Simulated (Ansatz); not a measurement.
Geometry optimisation, Ansatz 0.2.0, RKS PBE-D4/def2-SVP.

The input (input.yaml):

```yaml
crystal:
  periodic: [false, false, false]
  atoms:
    - { symbol: C, position_ang: [-0.9423, -0.0622, 1.0812] }
    - { symbol: "N", position_ang: [-0.1064, 0.5899, 0.0757] }
    - { symbol: Ge, position_ang: [1.492, -0.3312, 0.0523] }
    - { symbol: B, position_ang: [-0.6377, 0.4689, -1.3228] }
    - { symbol: Br, position_ang: [-0.9232, -1.32104, -2.18397] }
    - { symbol: H, position_ang: [-1.9685, 0.5292, 1.0877] }
    - { symbol: H, position_ang: [-0.5181, 0.0848, 2.0861] }
    - { symbol: H, position_ang: [-1.1266, -1.0808, 0.8538] }
    - { symbol: H, position_ang: [2.4751, 0.311, -0.9476] }
    - { symbol: H, position_ang: [1.2801, -1.8224, -0.2568] }
    - { symbol: H, position_ang: [2.1735, -0.2331, 1.4868] }
    - { symbol: H, position_ang: [-0.74524, 1.44128, -2.00252] }
basis:
  gaussian: { orbitals: def2-SVP }
hamiltonian:
  xc: pbe
  dispersion: d4
relax:
  f_tol: 0.015
  max_steps: 40
```

Run as:

```bash
$ ansatz run input.yaml --threads 2 --pin off --max-ram 3072MiB --backend cpu --events-out ev --progress --plain --runs-dir out
```

Question: Where does it end, and by what steps?

Answer: The forces met the threshold. After 22 steps the energy has fallen by 1.532 eV; Br5 moved furthest, 2.55 Å.

```
step  energy less start (eV)  largest force component (eV/Å)  accepted
   0                  0.0000                           3.053       yes
   1                 -0.4085                           1.079       yes
   2                 -0.5373                           0.433       yes
   3                 -0.6331                           0.528       yes
   4                 -0.7542                           0.610       yes
   5                 -0.8835                           0.668       yes
   6                 -1.0217                           0.580       yes
   7                 -1.1390                           0.404       yes
   8                 -1.2420                           0.386       yes
   9                 -1.3312                           0.326       yes
  10                 -1.4061                           0.237       yes
  11                 -1.4601                           0.132       yes
  12                 -1.4951                           0.081       yes
  13                 -1.5129                           0.125       yes
  14                 -1.5108                           0.345        no
  15                 -1.5211                           0.049       yes
  16                 -1.5249                           0.137       yes
  17                 -1.5268                           0.144       yes
  18                 -1.5292                           0.126       yes
  19                 -1.5310                           0.095       yes
  20                 -1.5318                           0.045       yes
  21                 -1.5320                           0.018       yes
  22                 -1.5321                           0.010       yes
```

```xyz
12
Properties=species:S:1:pos:R:3
C -0.995 -0.461 0.962
N -0.151 -0.049 -0.158
Ge 1.707 -0.224 0.142
B -0.603 0.443 -1.390
Br -2.496 0.651 -1.790
H -2.064 -0.334 0.702
H -0.783 0.145 1.870
H -0.825 -1.529 1.223
H 2.444 0.256 -1.124
H 1.988 -1.719 0.452
H 2.058 0.634 1.387
H 0.174 0.762 -2.266
```

Whether the end is a true minimum wasn't checked by a vibrational analysis.

Time of the run: 52 s on 2 threads of AMD EPYC 9R14 (Zen 4) (shared host), peak memory 0.24 GiB.
